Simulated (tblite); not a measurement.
C₇H₁₀ClNSi.
SMILES with atom numbers: `[CH2:1]=[CH:2][CH2:3][Si@H:4]([Cl:5])/[N:6]=[CH:7]\[C:8]#[C:9][CH3:10]` (hydrogens: H11, H12 on C1; H13 on C2; H14, H15 on C3; H16 on Si4; H17 on C7; H18, H19, H20 on C10)

A start from a force field or distance geometry was refined with GFN2-xTB geometry optimisation, gas phase (tblite). Values at the start:

| coordinate | start |
| --- | --- |
| C1=C2 | 1.323 Å |
| C1–H11 | 1.089 Å |
| C1–H12 | 1.090 Å |
| C2–C3 | 1.525 Å |
| C2–H13 | 1.098 Å |
| C3–Si4 | 1.867 Å |
| C3–H15 | 1.094 Å |
| Si4–Cl5 | 2.061 Å |
| Si4–N6 | 1.727 Å |
| Si4–H16 | 1.463 Å |
| N6=C7 | 1.295 Å |
| C7–C8 | 1.439 Å |
| C7–H17 | 1.106 Å |
| C8≡C9 | 1.206 Å |
| C9–C10 | 1.454 Å |
| C10–H18 | 1.099 Å |
| C2–C3–Si4 | 115.6° |
| C3–Si4–Cl5 | 108.6° |
| C3–Si4–N6 | 107.0° |
| Si4–N6–C7 | 125.0° |
| Cl5–Si4–N6 | 110.1° |
| N6–C7–C8 | 122.2° |
| C7–C8–C9 | 179.8° |
| C8–C9–C10 | 179.6° |

**Question.** How do these coordinates change at the GFN2-xTB level?

**Answer.** 
| coordinate | GFN2-xTB (Å or °) | change |
| --- | --- | --- |
| C3–Si4 | 1.911 | +0.044 |
| C2–C3 | 1.486 | -0.039 |
| Si4–Cl5 | 2.023 | -0.038 |
| N6=C7 | 1.262 | -0.033 |
| C7–C8 | 1.410 | -0.029 |
| Si4–N6 | 1.710 | -0.017 |
| C2–H13 | 1.083 | -0.015 |
| C7–H17 | 1.092 | -0.014 |
| C9–C10 | 1.440 | -0.014 |
| C1–H12 | 1.077 | -0.013 |
| C1–H11 | 1.078 | -0.011 |
| C10–H18 | 1.090 | -0.009 |
| C3–H15 | 1.090 | -0.004 |
| C1=C2 | 1.321 | -0.002 |
| Si4–H16 | 1.464 | +0.001 |
| C8≡C9 | 1.206 | 0.000 |
| Si4–N6–C7 | 136.1 | +11.1 |
| Cl5–Si4–N6 | 103.6 | -6.5 |
| C2–C3–Si4 | 111.0 | -4.6 |
| N6–C7–C8 | 126.5 | +4.3 |
| C7–C8–C9 | 177.9 | -1.9 |
| C3–Si4–N6 | 105.2 | -1.8 |
| C3–Si4–Cl5 | 109.9 | +1.3 |
| C8–C9–C10 | 179.0 | -0.6 |

The energy falls by 23.9 kJ/mol over 196 L-BFGS steps, the largest force on an atom goes from 1.93 to 0.008 eV/Å, and the atoms move by 1.299 Å rms after alignment. The bond that changes most is C3–Si4 (sp3 carbon bound to silicon to chlorine-bound silicon), which lengthens by 0.044 Å. Bonds longer at the end by more than 0.005 Å: 1 of 19; shorter: 13. Among the dihedrals that turn most is Cl5–Si4–N6–C7, from 73° to 135°. Rotational constants go from 1415, 492.6, 430.0 to 1008, 587.2, 428.6 MHz.

On one thread, Intel Xeon at 2.70 GHz (x86_64), shared host with 64 logical CPUs at a one-minute load of 61, this took 3.6 s.

GFN2-xTB frequencies show an imaginary mode (25i cm⁻¹), so the point is no minimum at that level.

The numbers are calculated, not measured.
